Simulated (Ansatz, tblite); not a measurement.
Isomers of Zn$_{2}$Cu (doublet), found by a short tight-binding search and relaxed with PBE-D4/def2-TZVP in Ansatz.

The xTB rows come from tblite. Correlated methods freeze 27 core orbitals.

A: At CCSD(T)/def2-TZVP the charge 0 doublet is spin-contaminated (final ⟨S²⟩ up to 0.89, 0.75 for a pure state). B: At CCSD(T)/def2-TZVP the charge 0 doublet is spin-contaminated (final ⟨S²⟩ up to 0.89, 0.75 for a pure state).

Other spin states were run for one of them alone.

A:

```tsv
atom	x (Å)	y (Å)	z (Å)
Cu1	0.2194	-0.8346	-2.3395
Zn2	-0.2303	0.8686	2.4533
Zn3	0.0109	-0.0340	-0.1137
```

B:

```xyz
3

Cu    0.0002   -0.0014    0.0008
Zn    0.5279    1.2562    2.0657
Zn   -0.5281   -1.2548   -2.0665
```

Question: Estimate their order by electronic energy at B2PLYP/def2-TZVP, counted from the lowest.

Answer: B (0.0) < A (7.0), in kcal/mol.

Question: Do the other levels pick the same lowest one?

Answer: All that were run do. Energies above each level's lowest (kcal/mol):

```tsv
level	A	B
GFN1-xTB	12.9	0.0
GFN2-xTB	28.5	0.0
HF/def2-TZVP	2.2	0.0
PBE-D4/def2-TZVP	7.6	0.0
r2SCAN-D4/def2-TZVP	7.4	0.0
PBE0-D4/def2-TZVP	6.5	0.0
ωB97M-V/def2-TZVP	7.0	0.0
B2PLYP/def2-TZVP	7.0	0.0
MP2/def2-TZVP	6.6	0.0
CCSD/def2-TZVP	6.0	0.0
CCSD(T)/def2-TZVP	6.6	0.0
```
Point groups (tolerance 0.1 Å): A C∞v, B D∞h. Lower isomers may exist.
